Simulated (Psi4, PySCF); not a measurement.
Psi4 was given this input:
```
memory 2 GB

molecule {
0 1
C    -2.76564113    0.24474505   -0.12444023
O    -1.68690838   -0.46492555   -0.68070261
C    -0.42665754   -0.18687962   -0.24039320
C     0.59851766   -0.92608697   -0.83281670
C     1.91010832   -0.72287747   -0.45941363
C     2.22421125    0.21857305    0.50911986
C     1.21089744    0.95130888    1.09673826
C    -0.11137104    0.75662985    0.73032410
H    -3.65698679   -0.13812627   -0.61922429
H    -2.84912455    0.07153434    0.95364028
H    -2.68159491    1.31998645   -0.31423270
H     0.33508288   -1.65380074   -1.58419238
H     2.69350327   -1.30170750   -0.92586391
H     3.25103115    0.37758850    0.80137780
H     1.44370153    1.68750866    1.85242260
H    -0.88073533    1.34394427    1.20698272
}

set {
  basis 6-31g*
  freeze_core true
  mp2_type conv
  scf_type pk
  puream true
  d_convergence 1e-8
}

energy('mp2')
print_variables()
```

### Question
Give the equivalent PySCF input.

### Answer
This is not unique; one that fits is 
```python
from pyscf import gto, scf, mp

mol = gto.M(
    atom='''
C    -2.765641    0.244745   -0.124440
O    -1.686908   -0.464926   -0.680703
C    -0.426658   -0.186880   -0.240393
C     0.598518   -0.926087   -0.832817
C     1.910108   -0.722877   -0.459414
C     2.224211    0.218573    0.509120
C     1.210897    0.951309    1.096738
C    -0.111371    0.756630    0.730324
H    -3.656987   -0.138126   -0.619224
H    -2.849125    0.071534    0.953640
H    -2.681595    1.319986   -0.314233
H     0.335083   -1.653801   -1.584192
H     2.693503   -1.301708   -0.925864
H     3.251031    0.377588    0.801378
H     1.443702    1.687509    1.852423
H    -0.880735    1.343944    1.206983
''',
    basis='6-31g*',
    charge=0,
    spin=0,
    verbose=4,
)

mf = scf.RHF(mol)
mf.kernel()

pt = mp.MP2(mf, frozen=8)
pt.kernel()
print('E(MP2) = %.10f' % pt.e_tot)
```

Both were run: Psi4 gave -345.631408 Eh and PySCF -345.631408 Eh, 0.000 mEh apart.
